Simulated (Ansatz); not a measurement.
**Worked example: the enthalpy of formation of BCl2F (dichlorofluoroborane)**

The species is BCl2F (4 atoms), meant as a singlet with charge 0. As SMILES, `FB(Cl)Cl`. The shape is that of a PBE0-D4/def2-TZVP optimisation.

Total energies at r2SCAN/6-311+G** (Ansatz 0.2.0); the atoms run unrestricted:

| species | state | energy (Eh) |
| --- | --- | --- |
| BCl2F | singlet | -1045.175717 |
| F | doublet | -99.717361 |
| B | doublet | -24.635072 |
| Cl | doublet | -460.114208 |

Harmonic wavenumbers at PBE0-D4/def2-TZVP, in cm⁻¹: 266, 365, 526, 565, 1009, 1347.

Measured heats of formation of the gaseous atoms at 298.15 K, in kJ/mol: F 79.4, B 570.3, Cl 121.3. Spin-orbit lowering of the atoms at 298 K (mean of the ground term's levels less their thermal mean, from spectra), in kJ/mol: F 1.29, B 0.00, Cl 3.44. Take 1 Eh = 2625.50 kJ/mol, 1 cm⁻¹ = 0.0119627 kJ/mol, RT = 2.479 kJ/mol.

What heat of formation follows?


1. Electronic atomisation energy: (-99.717361) + (-24.635072) + 2 × (-460.114208) − (-1045.175717) = 0.594868 Eh = 1561.8 kJ/mol.
2. Zero-point energy: half the sum of the wavenumbers, 2039 cm⁻¹ = 24.4 kJ/mol.
3. Thermal vibrational enthalpy, Σ hcν̃/(exp(hcν̃/kT) − 1): 3.3 kJ/mol. Translation, rotation and pV of a non-linear molecule: 4 RT = 9.9 kJ/mol.
4. The 4 free atoms carry 5/2 RT each: 24.8 kJ/mol.
5. Spin-orbit coupling lowers the free atoms by 1.29 + 0.00 + 2 × 3.44 = 8.2 kJ/mol.
6. Atomisation enthalpy at 298 K: 1561.8 − 8.2 − 24.4 − 3.3 − 9.9 + 24.8 = 1540.8 kJ/mol.
7. Sum of the atoms' heats of formation: 892.3 kJ/mol. Heat of formation: 892.3 − 1540.8 = -648.5 kJ/mol.

The tabulated value is -644.3 kJ/mol (NIST-JANAF tables; in doubt, as an older value, an estimate or one at odds with other calculations), so this level is off by -4.2 kJ/mol, or 0.3 % of the atomisation enthalpy that the table implies (1536.6 kJ/mol). Anharmonicity and any spin-orbit splitting of the molecule are left out.
